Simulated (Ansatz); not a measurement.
`N=[C]1B[O][AlH]1` → Al• + B• + C• + 3 H• + N• + O•  (atomization)

Gas-phase electronic energies from Ansatz, PBE0-D4/def2-TZVP geometries. CCSD(T)/CBS adds triple-zeta CCSD(T) − MP2 to the extrapolated MP2 energy (def2 sets, frozen cores). This one scheme is used for every species, atoms too. DFT in def2-TZVPP. B3LYP here is the variant with VWN-RPA as its local correlation; programs differ in this. HSE06 is defined as in plane-wave codes. Open shells (•) are unrestricted, without spin–orbit coupling. Spin–orbit coupling would lower the free atoms: a little for Al, B, C, O. One conformer a species, not always the lowest.

CCSD(T)/CBS gives +3137.8 kJ/mol.

Question: Another level gave +3183.7 kJ/mol. Which?
A. BLYP-D4/def2-TZVPP
B. HSE06/def2-TZVPP
C. B3LYP/def2-TZVPP
D. LDA (SPW92)/def2-TZVPP

Answer: A. BLYP-D4 3183.7, LDA (SPW92) 3662.3, B3LYP 3129.7, HSE06 3149.2 kJ/mol.

Largest T1 diagnostic among the species: 0.018.

From r2SCAN to r2SCAN0 (25 % exact exchange), in def2-TZVPP and without D4, ΔE moves by −86.8 kJ/mol: exact exchange takes away binding that semilocal exchange gives to molecules. At CCSD(T), def2-SVP lies −182.0 kJ/mol from the extrapolated value and def2-TZVPP −97.6 kJ/mol: correlation converges slowly with the basis, and small sets miss more of it in the bonded molecule than in its fragments. The D4 term adds +25.8 kJ/mol with B3LYP and +13.3 kJ/mol with PBE0; it sums over pairs of atoms, weighted by their polarisabilities, and B3LYP, whose exchange is more repulsive, gets the larger term.

For atomizations the MP2-based limit and the directly extrapolated one differ by several kJ/mol either way, and by 10 to 25 for some Ge, Se and Sn compounds, so smaller differences from it don't rank the levels.
